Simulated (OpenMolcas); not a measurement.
**Ar³⁺: effect of the level shift or regulariser**

```
Program             : OpenMolcas 26.06
Basis               : ANO-RCC-VQZP [6s5p3d2f1g]
Scalar Hamiltonian  : DKH2, point nucleus
Active space        : 5 electrons in 4 orbitals (3s 3p)
State averaging     : 2S+1 = 4 odd, 1 root; 2S+1 = 2 odd, 8 roots; 2S+1 = 4 even, 3 roots; 2S+1 = 2 even, 9 roots
Spin-orbit coupling : state interaction with AMFI integrals over the reference wave functions, term energies averaged over their components
```

Methods on the same reference wave functions:
A. CASSCF
B. SS-CASPT2, IPEA 0.25 Eh, imaginary shift 0.1 Eh (closed shells correlated: 2s 2p)
C. SS-CASPT2, IPEA 0.25 Eh, imaginary shift 0.3 Eh (closed shells correlated: 2s 2p)

Energies in cm-1 above 3s2 3p3 4S* 3/2, the measured ground level; measured values from Saloman, J. Phys. Chem. Ref. Data 39, 033101 (2010).

```csv
Level,A,B,C,Measured
3s2 3p3 4S* 3/2,0.0,0.0,0.0,0.0
3s2 3p3 2D* 3/2,26000,21500,21500,21091
3s2 3p3 2D* 5/2,26149,21610,21610,21220
3s2 3p3 2P* 1/2,36343,35070,35070,34855
3s2 3p3 2P* 3/2,36488,35180,35180,35032
3s 3p4 4P 5/2,126058,121920,121990,117563
3s 3p4 4P 3/2,127004,122870,122940,118516
3s 3p4 4P 1/2,127547,123410,123480,119043
3s 3p4 2D 3/2,176874,157840,158160,145921
3s 3p4 2D 5/2,176895,157860,158180,145999
3s 3p4 2S 1/2,202650,190470,190500,177832
3s 3p4 2P 3/2,224643,204720,204790,222956
3s 3p4 2P 1/2,225791,205890,205950,224019
```

Deviations, from unrounded energies. A percentage is the sum of absolute deviations over the sum of measured energies, with the sign that they share, or ± where signs differ.

```
                        Against measurement  Levels      A     B     C
             mean absolute deviation (cm-1)      12  11000  7300  7300
other terms of the ground configuration (%)       4  +11.4  +1.0  +1.0
                   other configurations (%)       8   +9.1  ±6.8  ±6.8
```

B, C lie about equally close to measurement and A furthest from it. The largest miss of B in the table is 3s 3p4 2P 3/2, by -18000 cm-1. The ranking rests on the paired levels alone, and a cruder setting can come out closer through cancelling errors.

Between B and C the level of the table that moves most is 3s 3p4 2D 3/2, by 320 cm-1 (lowest in B, highest in C). Moves below CASPT2's spread within the term are not significant.

The mean deviations of B to C differ by less than CASPT2's widest spread within a term (1100 cm-1), so their order carries little weight.

From A to B the spin-free energies of the other terms of 3s2 3p3 shown, above 4S*, scale by factors of 0.83 to 0.96.

The lowest spin-free term lies below A's lowest term by 0.183 hartree in B, 0.183 hartree in C.

Term energies are means over components that CASPT2 splits; among the terms shown or strongly mixed into the levels shown the widest spread is 1100 cm-1 (3s 3p4 2D, B). Over all roots computed the reference weight is 0.89 to 0.96 in B, 0.91 to 0.96 in C; the roots of lowest weight are the least certain, and an intruder state may touch them. Terms of s pⁿ other than that of highest spin mix with s² pⁿ⁻² d, which this space lacks; all of them can be thousands of cm-1 off, and some have no real level of that name. Measured partners are found by configuration, term and J. A level has none where our copy of the source lacks it or the pairing is in doubt (some pairs that miss far off the trend of their configuration count as doubtful), and it then counts in no deviation. Only configurations of the active space appear.

* marks odd parity.
